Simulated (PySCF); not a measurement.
## How the method changes the constants of GePb⁺

State: ⁴Σ⁻ (quartet), unpaired electrons σ ↑, π ↑↑. Set-up: basis Ge cc-pVDZ-PP with ECP10, Pb cc-pVDZ-PP with ECP60; scalar-relativistic core potentials; PySCF 2.14. De refers to Ge + Pb⁺ in their high-spin ground configurations, without counterpoise correction. The functionals are run spin-unrestricted. A positive dipole points towards Pb; it is taken about the centre of mass and depends on that origin.

| Level | Re (Å) | ωe (cm⁻¹) | De (eV) | μ (D) | CPU s a point (SCF and correlation, without the integrals) |
| --- | --- | --- | --- | --- | --- |
| UHF | 2.666 | 200 | n/a | -0.36 | 0.09 |
| UHF-MP2 | 2.668 | 196 | n/a | n/a | 0.17 |
| UHF-SCS-MP2 | 2.649 | 206 | n/a | n/a | n/a |
| UHF-CCSD | 2.693 | 187 | n/a | n/a | n/a |
| UHF-CCSD(T) | 2.705 | 181 | n/a | n/a | 5 |
| PBE | 2.729 | 170 | n/a | -1.17 | 0.53 |
| revPBE | 2.747 | 166 | n/a | -1.12 | 0.4 |
| r²SCAN | 2.688 | 181 | n/a | -0.99 | 0.77 |
| M06-L | 2.718 | 175 | n/a | -0.85 | 1.1 |
| B3LYP | 2.724 | 173 | n/a | -1.18 | 0.59 |
| PBE0 | 2.679 | 187 | n/a | -0.98 | 0.83 |
| CAM-B3LYP | 2.665 | 193 | n/a | -1.06 | 1 |

The bond length runs from 2.649 Å (UHF-SCS-MP2) to 2.747 Å (revPBE).

Correlated steps freeze 8 core orbitals. Spin–orbit coupling is left out, which matters for elements this heavy, above all for dissociation energies. The state was picked by a PBE0 search and need not be the measured ground state.

The whole job (state search and all levels along the bond) took about 2.4 min on 1 thread of Arm Neoverse V2 (shared host), peak memory 0.54 GiB.
